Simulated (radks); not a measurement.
The numbers below are computed, except where a source is named.
Problem. The mean radii <r> (bohr) of the occupied orbitals of an atom or ion are listed with their occupations. Level of theory: scalar-relativistic Kohn-Sham, BLYP, spin-polarised, spherical densities, finite nucleus; Fermi nuclear charge, rms radius of each element as measured or else 0.836 A^(1/3) + 0.57 fm (a radial shooting solver on a logarithmic mesh with Libxc functionals).

| orbital | occ. | <r> |
|---|---|---|
| 1s down | 1 | 0.01687 |
| 1s up | 1 | 0.01687 |
| 2s up | 1 | 0.07113 |
| 2s down | 1 | 0.07113 |
| 2p up | 3 | 0.06423 |
| 2p down | 3 | 0.06423 |
| 3s up | 1 | 0.1837 |
| 3s down | 1 | 0.1836 |
| 3p up | 3 | 0.1849 |
| 3p down | 3 | 0.1847 |
| 3d up | 5 | 0.1674 |
| 3d down | 5 | 0.1673 |
| 4s up | 1 | 0.3997 |
| 4s down | 1 | 0.4000 |
| 4p up | 3 | 0.4221 |
| 4p down | 3 | 0.4225 |
| 4d up | 5 | 0.4373 |
| 4d down | 5 | 0.4380 |
| 4f up | 7 | 0.4375 |
| 4f down | 3 | 0.4390 |

Name the element and its charge. Open shells, if any, are filled with parallel spins first.

Solution. Z = 79, gold, charge +23: Au23+ in [Kr] 4d10 4f10. The 1s radius gives Z: for a bare nucleus <r> = (2 gamma + 1)/(2Z) with gamma = sqrt(1 - (Z/c)^2), 0.01667 bohr for Z = 79, and screening makes it slightly larger (0.01687 here). The occupations add up to 56, and the charge is Z minus that.
